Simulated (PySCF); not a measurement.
A PySCF script (with the pyscf-properties extension) for the NMR shieldings of `O=C(OC)P(C)CSC`, C$_{5}$H$_{11}$O$_{2}$PS, on a GFN2-xTB geometry:

```python
import basis_set_exchange as bse
import numpy as np
from pyscf import gto, dft
from pyscf.prop import nmr

atoms = """
C    -3.811163    0.307365   -0.432013
O    -2.593230   -0.396904   -0.658489
C    -1.472283    0.313798   -0.614662
O    -1.404376    1.493009   -0.390482
P    -0.053018   -0.795513   -1.043920
C    -0.213434   -1.951583    0.389624
C     1.248988    0.345860   -0.369451
S     2.843295   -0.524185   -0.246539
C     3.887544    0.911763    0.132851
H    -3.915797    1.115099   -1.158417
H    -3.819062    0.732789    0.573311
H    -4.610876   -0.419194   -0.547256
H     0.669831   -2.588328    0.402628
H    -0.288824   -1.408307    1.331280
H    -1.097049   -2.569158    0.243625
H     1.365445    1.179528   -1.065391
H     0.967316    0.727977    0.615839
H     3.841889    1.620363   -0.689666
H     3.549115    1.374030    1.056160
H     4.900539    0.542269    0.250963
"""
names = dict.fromkeys(["C", "O", "P", "S", "H"], "pcSseg-1")
basis = {el: gto.basis.parse(bse.get_basis(n, elements=[el], fmt="nwchem")) for el, n in names.items()}
mol = gto.M(atom=atoms, basis=basis, charge=0, verbose=0)
mf = dft.RKS(mol, xc="PBE0")
mf.grids.level = 2
mf.grids.alignment = dft.numint.BLKSIZE   # the property module wants whole blocks of grid points
mf.conv_tol = 1e-9
mf.kernel()

calc = nmr.RKS(mf)   # GIAO
C = mf.mo_coeff
Co = C[:, mf.mo_occ > 0]
resp = mf.gen_response(singlet=True, hermi=2)
def vind(x):   # induced exchange potential for any number of trial vectors
    d = np.einsum("pi,xij,qj->xpq", C, 2 * x.reshape(-1, C.shape[1], Co.shape[1]), Co, optimize=True)
    return np.einsum("xpq,pi,qj->xij", resp(d - d.transpose(0, 2, 1)), C, Co, optimize=True).ravel()
mo1, _ = nmr.rhf.solve_mo1(calc, with_cphf=vind)
sigma = calc.kernel(mo1)
for i, s in enumerate(sigma):   # ppm
    print("%2d %-2s %9.2f" % (i, mol.atom_pure_symbol(i), np.trace(s) / 3))
```

Q: Give the expected output.

A: 
```
 0 C     133.08
 1 O     138.74
 2 C      -3.55
 3 O    -130.09
 4 P     371.20
 5 C     172.69
 6 C     146.74
 7 S     576.26
 8 C     162.45
 9 H      27.71
10 H      27.81
11 H      27.96
12 H      30.17
13 H      30.39
14 H      30.14
15 H      29.07
16 H      28.85
17 H      29.50
18 H      29.49
19 H      29.67
```

These numbers come from an equivalent density-fitted implementation of the same equations, which agrees with the script to about 0.01 ppm for H and up to a few tenths of a ppm for heavy atoms, so last digits may differ.

Size and cost of the density-fitted run: 222 basis functions, of the order of 2.5 core-minutes.
